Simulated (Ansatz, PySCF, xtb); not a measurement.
Stretching the Ge1–H3 bond in GeH3I (SMILES [GeH3][I]) (multiplicity 1 held, fragments rigid). Energies count from the point at 1.533 Å.
Geometry at that point (charge 0, multiplicity 1):
```xyz
5

Ge    -1.513    -0.028     0.000
I      1.026     0.019     0.000
H     -1.952    -1.267    -0.790
H     -1.974    -0.106     1.460
H     -1.999     1.262    -0.671
```

Restricted levels (R-, RO-) in cc, def2 and unpolarised 6-31G sets keep to the state of the molecule at rest. U- levels take the lowest unrestricted solution at each point, which mixes spins at long bonds. Active spaces are followed from a long bond inwards. Levels need not reach the same state.

Cores are frozen in the correlated methods. Filled d and f shells under p-block atoms count as core. Rows in LANL2DZ carry no dispersion term and start afresh at each structure. LANL2DZ brings its own core potentials from Na on.

Programs: Ansatz (a quantum-chemistry and plane-wave program); PySCF for LANL2DZ rows; xtb for the GFN methods.  In def2 rows elements past Kr take small-core potentials, without spin–orbit coupling. The GFN methods have no spin term and hold the electronic entropy of 300 K.

| level | energy at R = 4.906 Å (kcal/mol) |
|---|---|
| GFN2-xTB | 92.23 |
| U-HF/LANL2DZ | 65.11 |
| R-HF/def2-TZVPP | 165.77 |
| U-B3LYP/def2-TZVPP | 84.21 |
| U-MP2/def2-TZVPP | 83.53 |
| R-SCS-MP2/def2-TZVPP | ? |
| U-SCS-MP2/def2-TZVPP | 86.31 |
| U-CCSD/def2-TZVPP | 85.71 |
| FIC-MRCISD on CASSCF(2,2)/def2-TZVPP | 85.27 |

Task: Some entries are withheld; supply them.

Result: 
- R-SCS-MP2/def2-TZVPP, energy at R = 4.906 Å (kcal/mol): 105.25

Doubts at one or more of the structures used: a spin-contaminated determinant (U-HF/LANL2DZ, U-B3LYP/def2-TZVPP, U-MP2/def2-TZVPP, U-SCS-MP2/def2-TZVPP, U-CCSD/def2-TZVPP); a restricted determinant that unrestricted orbitals would lower (R-HF/def2-TZVPP, R-SCS-MP2/def2-TZVPP).
